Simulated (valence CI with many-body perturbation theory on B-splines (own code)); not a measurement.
## E1 transitions of Bi⁵⁰⁺

Computed by valence CI with perturbative core correlation (CI+MBPT): five valence electrons over a frozen Dirac-Fock core [Ar] 3d10, radial functions for each j: 11 s, 11 p, 10 d, 8 f, 5 g, 2 h, with the one-electron correlation potential Σ1, the two-electron term Σ2, the three-electron term Σ3, Breit, model QED; selected CI, second order for the rest, scaled by the run's own slope (own B-spline code, finite nucleus).

No measured spectrum was set against this ion. As an estimate, large intervals hold to a few tenths of a per cent, small ones and those within an open d or f shell to about a per cent. Among the levels kept, up to 2000 cm⁻¹ of a level comes from second order outside the variational space, and about a tenth of that is noise between levels of different J, which matters for small intervals.

Lines 1 to 50 of 549 in falling wavelength, among levels below 6216.9 × 10³ cm⁻¹, chosen from the strongest by gf and those to the six lowest levels. Wavelengths and rates use the calculated energies. Electric multipoles are in the length gauge, E1 and E2 with the static RPA response of the core. Weak lines are less certain than strong ones. Lines between different terms over intervals too small for the method are left out, as are lines whose strength nearly cancels. Where a level lies close to another of its J and parity, the split of strength between their lines is uncertain. The highest levels of a list are the least certain.

Levels are named by their leading jj configuration (3d3/2^4 stands for four electrons in 3d with j = 3/2), which in mixed levels can hold well under half, so a name can repeat and another be missing. Letters in brackets count levels of one name in rising energy.

```
λ vac (Å)                               Upper                               Lower   A (s⁻¹)  S (a.u.)
    222.6          (4s^2 4p1/2^2 4d5/2) J=5/2          (4s^2 4p1/2 4p3/2^2) J=5/2  2.15e+07  7.01e-04
    199.7          (4s^2 4p1/2^2 4d5/2) J=5/2          (4s^2 4p1/2 4p3/2^2) J=3/2  2.06e+07  4.87e-04
    126.7          (4s 4p1/2^2 4d3/2^2) J=5/2          (4s^2 4p1/2 4d3/2^2) J=3/2  9.54e+09  5.74e-02
    120.2      (4s 4p1/2^2 4p3/2 4d3/2) J=7/2  (4s^2 4p1/2 4p3/2 4d3/2) J=5/2 [b]  9.83e+09  6.74e-02
    120.2  (4s 4p1/2 4p3/2^2 4d3/2) J=7/2 [a]          (4s^2 4p3/2^2 4d3/2) J=5/2  7.36e+09  5.04e-02
    118.7      (4s 4p1/2^2 4d3/2 4d5/2) J=9/2  (4s^2 4p1/2 4p3/2 4f5/2) J=7/2 [b]  5.58e+09  4.61e-02
    117.5      (4s 4p1/2^2 4d3/2 4d5/2) J=9/2  (4s^2 4p1/2 4p3/2 4f5/2) J=7/2 [a]  6.68e+09  5.35e-02
    111.8      (4s 4p1/2 4p3/2^2 4d3/2) J=9/2          (4s^2 4p3/2^2 4d3/2) J=7/2  1.42e+10  9.81e-02
    110.5      (4s 4p1/2^2 4p3/2 4d5/2) J=9/2      (4s^2 4p1/2 4p3/2 4d5/2) J=9/2  1.14e+10  7.61e-02
    108.7     (4s 4p1/2^2 4p3/2 4f7/2) J=11/2     (4s^2 4p1/2 4p3/2 4f7/2) J=11/2  1.28e+10  9.71e-02
    108.3  (4s 4p1/2^2 4p3/2 4d5/2) J=7/2 [a]  (4s^2 4p1/2 4p3/2 4d5/2) J=5/2 [b]  1.03e+10  5.18e-02
    107.8  (4s 4p1/2 4p3/2^2 4d3/2) J=5/2 [c]      (4s^2 4p3/2^2 4d3/2) J=3/2 [b]  1.35e+10  4.99e-02
    106.5          (4s 4p1/2^2 4p3/2^2) J=5/2          (4s^2 4p1/2 4p3/2^2) J=5/2  1.31e+10  4.67e-02
    106.5          (4s 4p1/2^2 4d5/2^2) J=9/2  (4s^2 4p1/2 4p3/2 4f7/2) J=7/2 [c]  7.82e+09  4.66e-02
    106.0          (4s 4p1/2^2 4d5/2^2) J=9/2  (4s^2 4p1/2 4p3/2 4f7/2) J=9/2 [b]  1.14e+10  6.69e-02
    105.6          (4s 4p1/2^2 4d3/2^2) J=3/2          (4s^2 4p1/2 4d3/2^2) J=5/2  2.53e+10  5.89e-02
    105.4     (4s 4p1/2 4p3/2^2 4d5/2) J=11/2          (4s^2 4p3/2^2 4d5/2) J=9/2  2.04e+10  1.41e-01
    105.4          (4s 4p1/2^2 4d5/2^2) J=9/2  (4s^2 4p1/2 4p3/2 4f7/2) J=7/2 [b]  9.66e+09  5.58e-02
    104.6  (4s 4p1/2^2 4p3/2 4f7/2) J=7/2 [a]  (4s^2 4p1/2 4p3/2 4f7/2) J=5/2 [a]  1.04e+10  4.68e-02
    104.4  (4s 4p1/2^2 4d3/2 4d5/2) J=7/2 [a]  (4s^2 4p1/2 4d3/2 4d5/2) J=5/2 [a]  9.63e+09  4.33e-02
    104.4  (4s 4p1/2^2 4p3/2 4f7/2) J=9/2 [c]          (4s^2 4p1/2 4d5/2^2) J=7/2  1.92e+10  1.08e-01
    104.3     (4s 4p1/2^2 4p3/2 4f7/2) J=11/2  (4s^2 4p1/2 4p3/2 4f7/2) J=9/2 [a]  1.97e+10  1.32e-01
    103.9  (4s 4p1/2^2 4p3/2 4f7/2) J=9/2 [a]      (4s^2 4p1/2 4p3/2 4f5/2) J=9/2  1.39e+10  7.72e-02
    103.8  (4s 4p1/2^2 4p3/2 4f7/2) J=9/2 [c]          (4s^2 4p1/2 4d5/2^2) J=9/2  1.31e+10  7.23e-02
    103.8      (4s 4p1/2^2 4p3/2 4d5/2) J=9/2  (4s^2 4p1/2 4p3/2 4d5/2) J=7/2 [a]  2.26e+10  1.25e-01
    103.6  (4s 4p1/2^2 4p3/2 4f7/2) J=9/2 [a]  (4s^2 4p1/2 4p3/2 4f7/2) J=7/2 [a]  1.59e+10  8.74e-02
    103.1  (4s 4p1/2 4p3/2^2 4d5/2) J=7/2 [e]      (4s^2 4p3/2^2 4d5/2) J=5/2 [b]  2.11e+10  9.12e-02
    103.0      (4s 4p1/2^2 4p3/2 4d3/2) J=7/2      (4s^2 4p1/2 4p3/2 4d3/2) J=7/2  1.56e+10  6.72e-02
    102.9  (4s 4p1/2^2 4p3/2 4d3/2) J=5/2 [a]  (4s^2 4p1/2 4p3/2 4d3/2) J=5/2 [a]  1.61e+10  5.19e-02
    102.7  (4s 4p1/2 4p3/2^2 4d5/2) J=9/2 [b]          (4s^2 4p3/2^2 4d5/2) J=7/2  2.12e+10  1.13e-01
    102.7  (4s 4p1/2^2 4d3/2 4d5/2) J=7/2 [a]      (4s^2 4p1/2 4d3/2 4d5/2) J=7/2  1.71e+10  7.31e-02
    102.5  (4s 4p1/2^2 4p3/2 4d5/2) J=5/2 [a]  (4s^2 4p1/2 4p3/2 4d5/2) J=5/2 [a]  1.71e+10  5.46e-02
    102.3  (4s 4p1/2^2 4d3/2 4d5/2) J=5/2 [a]  (4s^2 4p1/2 4d3/2 4d5/2) J=5/2 [a]  1.51e+10  4.79e-02
    101.6  (4s 4p1/2^2 4p3/2 4f5/2) J=7/2 [a]  (4s^2 4p1/2 4p3/2 4f5/2) J=7/2 [b]  1.08e+10  4.49e-02
    101.5      (4s 4p1/2^2 4p3/2 4f7/2) J=3/2  (4s^2 4p1/2 4p3/2 4f7/2) J=5/2 [b]  2.48e+10  5.12e-02
    101.1  (4s 4p1/2^2 4p3/2 4d5/2) J=7/2 [b]  (4s^2 4p1/2 4p3/2 4d5/2) J=5/2 [b]  1.01e+10  4.11e-02
    101.0      (4s 4p1/2^2 4d3/2 4d5/2) J=9/2      (4s^2 4p1/2 4d3/2 4d5/2) J=9/2  1.85e+10  9.40e-02
    101.0  (4s 4p1/2^2 4p3/2 4f5/2) J=7/2 [a]  (4s^2 4p1/2 4p3/2 4f5/2) J=5/2 [a]  1.16e+10  4.72e-02
    101.0          (4s 4p1/2^2 4p3/2^2) J=5/2          (4s^2 4p1/2 4p3/2^2) J=3/2  1.92e+10  5.87e-02
    100.9             (4p1/2^2 4p3/2^3) J=3/2        (4s 4p1/2 4p3/2^3) J=3/2 [b]  1.96e+10  3.96e-02
    100.7  (4s 4p1/2^2 4d3/2 4d5/2) J=5/2 [a]      (4s^2 4p1/2 4d3/2 4d5/2) J=7/2  1.22e+10  3.70e-02
    100.5          (4s 4p1/2^2 4d3/2^2) J=5/2          (4s^2 4p1/2 4d3/2^2) J=5/2  2.09e+10  6.26e-02
    100.3  (4s 4p1/2^2 4p3/2 4d5/2) J=5/2 [a]  (4s^2 4p1/2 4p3/2 4d5/2) J=3/2 [a]  2.21e+10  6.61e-02
    100.1  (4s 4p1/2^2 4p3/2 4f7/2) J=5/2 [c]          (4s^2 4p1/2 4d5/2^2) J=3/2  2.16e+10  6.40e-02
    99.91            (4s 4p1/2 4p3/2^3) J=5/2                (4s^2 4p3/2^3) J=3/2  2.20e+10  6.51e-02
    99.66  (4s 4p1/2^2 4p3/2 4f7/2) J=5/2 [c]          (4s^2 4p1/2 4d5/2^2) J=5/2  1.56e+10  4.56e-02
    99.02  (4s 4p1/2^2 4p3/2 4d5/2) J=3/2 [b]      (4s^2 4p1/2 4p3/2 4d5/2) J=1/2  1.95e+10  3.74e-02
    98.83  (4s 4p1/2^2 4p3/2 4f7/2) J=7/2 [a]      (4s^2 4p1/2 4p3/2 4f5/2) J=9/2  1.17e+10  4.45e-02
    98.54          (4s 4p1/2^2 4p3/2^2) J=1/2          (4s^2 4p1/2 4p3/2^2) J=1/2  4.25e+10  4.01e-02
    98.29  (4s 4p1/2 4p3/2^2 4d5/2) J=7/2 [d]      (4s^2 4p3/2^2 4d5/2) J=5/2 [a]  1.49e+10  5.60e-02
```
